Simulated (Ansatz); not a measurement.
System: sum formula GeOF, charge -1, multiplicity 1. SMILES of the parent species: [O]=[Ge][F]
Structure (B3LYP-D3(BJ)/def2-TZVP (Ansatz, an electronic-structure program) minimum search):
```
Ge
O 1 1.6822
F 1 1.8883 2 106.10
```
Charge -1, spin multiplicity 1.

Parts of the frozen-core correlation energy in STO-3G (Ansatz, hartree). Frozen orbitals: 16; correlated occupied orbitals by spin: 9 and 9; virtual: 3 and 3. Spin-orbit coupling is left out. No relativistic terms. The restricted reference is unstable. The program attaches cautions to this run: other roots.

```
term                             value
-------------------------  -----------
reference (HF)             -2223.40823
MP2 opposite-spin             -0.10081
MP2 same-spin                 -0.02809
CCSD correlation              -0.13774
(T)                           -0.01157
FCI minus CCSD(T)             -0.00136
T1 diagnostic                    0.026
largest doubles amplitude        0.244
```
